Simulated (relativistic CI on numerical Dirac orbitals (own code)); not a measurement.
Magnetism of Ho³⁺, 4f10, in a crystal field

Calculated by Dirac-Coulomb-Breit CI, separate exchange-only KLI orbitals for each configuration, QED by a radiative potential, one configuration in a parametric crystal field, unscaled Slater integrals (own radial code). With so little scaling, terms lie 10 to 35 % too far apart, which can change the order of excited levels.

Field parameters in Wybourne normalisation; cubic f-shell fields have B⁴₄ = √(5/14) B⁴₀ and B⁶₄ = −√(7/2) B⁶₀. The field is a parameter set, without covalency.

S is read from ⟨S²⟩ = S(S + 1).

Powder χT (cm³ K mol⁻¹) by Van Vleck's formula, with temperature-independent terms:

| Field | 2 K | 5 K | 10 K | 20 K | 50 K | 100 K | 200 K | 300 K |
| --- | --- | --- | --- | --- | --- | --- | --- | --- |
| D3d, B20 = 2100, B40 = 340, B43 = 360, B60 = 740, B63 = 90, B66 = -770 cm⁻¹ | 12.2 | 12.2 | 12.3 | 12.3 | 12.6 | 12.9 | 13.4 | 13.7 |
| Oh, B40 = 1700, B60 = 720 cm⁻¹ | 1.17 | 2.92 | 5.65 | 8.91 | 11.1 | 11.9 | 12.8 | 13.3 |
| Oh, B40 = 870, B60 = 530 cm⁻¹ | 1.89 | 4.67 | 7.95 | 10.2 | 11.4 | 12.3 | 13.2 | 13.6 |
| Oh, B40 = -2770, B60 = -610 cm⁻¹ | 6.55 | 6.89 | 7.46 | 8.53 | 10.6 | 12.2 | 13.2 | 13.5 |
| Oh, B40 = 1980, B60 = 850 cm⁻¹ | 1.01 | 2.52 | 4.96 | 8.31 | 10.8 | 11.7 | 12.6 | 13.1 |
| Oh, B40 = 450, B60 = 620 cm⁻¹ | 2.51 | 5.94 | 8.86 | 10.3 | 11.3 | 12.1 | 13.1 | 13.5 |

(1) For Oh, B40 = 1700, B60 = 720 cm⁻¹: what effective moment follows at 300 K?

Results:

(1) μ_eff = √(8χT) = 10.30 μB. The LS value g√(J(J + 1)) of the free ion's 5I_8 level is 10.61 μB.
